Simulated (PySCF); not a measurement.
# Quadrupolar nuclei of `CS[C@H](C)C#CCF` in NMR

C₆H₉FS.
Geometry (GFN2-xTB, Å), atoms numbered from 1 in this order:
```xyz
17
C6H9FS angstrom
C     -1.8841    1.2254    0.4050
S     -1.6617    0.7280   -1.3248
C     -0.4552   -0.6640   -1.1337
C     -1.0604   -1.8354   -0.3709
C      0.7424   -0.1728   -0.5018
C      1.6922    0.3154    0.0467
C      2.8431    0.8425    0.7501
F      2.7644    0.5749    2.1008
H     -2.3615    2.1996    0.3862
H     -0.9097    1.2941    0.8801
H     -2.5211    0.5125    0.9208
H     -0.2423   -0.9460   -2.1689
H     -0.3809   -2.6852   -0.3985
H     -1.2315   -1.5685    0.6696
H     -2.0055   -2.1233   -0.8250
H      2.8948    1.9336    0.6454
H      3.7700    0.3812    0.3879
```

Computed at PBE0/pcSseg-1 (PySCF, non-relativistic):

```json
{"atom": "S2", "environment": "sulfide sulfur", "nucleus": "33S", "spin I": "3/2", "Q (b)": "-0.0678", "CQ = χzz (MHz)": "51.034", "η": "0.583"}
```

Question: Work back to Vxx, Vyy and Vzz; CQ/MHz = 234.96 (Q/b)(Vzz/au).

Answer: Vxx = −Vzz(1 − η)/2 and Vyy = −Vzz(1 + η)/2, in au:

```
atom  Vxx (au)  Vyy (au)  Vzz (au)  Vzz (10²¹ V/m²)
  S2     0.668     2.536    -3.204           -31.13
```

Question: At 14.1 T, set νQ = 3|CQ|/[2I(2I − 1)] beside the Larmor frequency (|g| × 7.62259 MHz/T × B; g(33S) = 0.42921), and give PQ = |CQ|√(1 + η²/3).

Answer: 
```
atom  PQ (MHz)  νQ (MHz)  ν0 (MHz)  νQ/ν0
  S2     53.85     25.52     46.13  0.553
```

For S2: PQ = 51.03 × 1.0552, νQ = 51.03 × 0.5000, ν0 = 3.2717 MHz/T × 14.1 T.

For S2 νQ isn't small against ν0, so the high-field expansions of solid-state NMR fail there at this field.

Question: Take a correlation time of 3 ps, isotropic tumbling and extreme narrowing. What quadrupolar relaxation rates and linewidths follow?

Answer: 1/T1 = 1/T2 = (3π²/10)(2I + 3)/[I²(2I − 1)] × PQ² × τc; the width is 1/(πT2).

```tsv
site	spin factor (2I + 3)/[I²(2I − 1)]	1/T1 (s⁻¹)	T1 (ms)	linewidth (Hz)
33S at S2	1.333	34300	0.0291	10900
```

The structure is a single GFN2-xTB conformer in the gas phase; no vibrational or solvent corrections. GFN2-xTB bond lengths can be off by several hundredths of an ångström, more for odd bonds, and the gradients follow them. With a basis this small, the couplings can be 20 % off.

The run behind these numbers computed NMR shieldings as well. Time: 52 s wall. Hardware: one thread, Arm Neoverse N1 (shared host).
